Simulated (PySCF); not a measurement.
Coordinates in bohr (charge 1 multiplicity 1):
```
O     0.0000    0.0000   -2.8968
Re    0.0000    0.0000    2.1176
Re    2.8993    0.0000   -0.9348
Re   -2.8993    0.0000   -0.9348
```

Level of theory: PBE in PySCF with O def2-SVP, Re def2-SVP with ECP60; scalar-relativistic core potentials, no spin–orbit coupling; density-fitted integrals.

This geometry of Re₃O⁺ is a stationary point at this level.

Question: What is the point group?

Answer: C2v.

Question: Is it a minimum?

Answer: Yes: all harmonic wavenumbers are real.

Question: List the harmonic modes with their infrared intensities.

Answer: 
```tsv
symmetry	ω (cm⁻¹)	IR (km/mol)
b2	233	1.9
a1	237	0.2
b1	284	18.3
a1	303	0.7
a1	667	11.1
b2	686	0.3
```

Question: Give the atomic charges and bond orders.

Answer: 
| atom | Mulliken | Löwdin | polar tensor | Mayer order to O1 |
| --- | --- | --- | --- | --- |
| O1 | -0.33 | 0.10 | -0.32 | – |
| Re2 | 0.23 | 0.28 | 0.39 | 0.07 |
| Re3,4 | 0.55 | 0.31 | 0.47 | 1.21 |
Other Mayer orders above 0.3: Re–Re 1.16, Re–Re 2.87 (×2).

In C2v the vibrations span 2b2 + 3a1 + b1. Here b1 is antisymmetric to the molecular plane and b2 lies in it.

Stability towards spin polarisation was not tested. Only a few start shapes were tried, so a lower isomer may exist. No spin–orbit coupling is included, which matters more the heavier the element.
